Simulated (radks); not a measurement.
Values are calculated unless marked as measured or tabulated.
Charge is removed step by step from the 5s1/2 level of neutral rubidium, starting from [Kr] 5s1. Level of theory: Dirac Kohn-Sham, LDA (Slater exchange, Perdew-Wang correlation), spin-unpolarised, spherical densities, finite nucleus; Fermi nuclear charge, rms radius 4.2036 fm (a radial shooting solver on a logarithmic mesh with Libxc functionals).

| removed (e) | E - E(0) (eV) | eigenvalue (eV) | E minus straight line (eV) |
|---|---|---|---|
| 0 | 0.000 | -2.363 | 0.000 |
| 0.125 | 0.324 | -2.831 | -0.210 |
| 0.25 | 0.708 | -3.310 | -0.360 |
| 0.375 | 1.152 | -3.797 | -0.450 |
| 0.5 | 1.658 | -4.288 | -0.479 |
| 0.625 | 2.224 | -4.778 | -0.447 |
| 0.75 | 2.852 | -5.258 | -0.354 |
| 0.875 | 3.538 | -5.707 | -0.202 |
| 1 | 4.274 | -6.017 | 0.000 |

Removing the whole electron costs 4.274 eV by Delta-SCF, against 2.363 eV from minus the eigenvalue at the starting occupation. Slater's transition state (half an electron removed) gives 4.288 eV. Integrating minus the eigenvalue over the occupation (Janak's theorem) gives 4.273 eV. The mean slope of the eigenvalue, de/dn, is 3.65 eV per electron. Ionisation energy of Rb in the NIST Atomic Spectra Database: 4.177 eV (measured).

Beside tabulated values, note that spin-unpolarised runs miss the spin-polarisation part of the exchange energy of open shells.
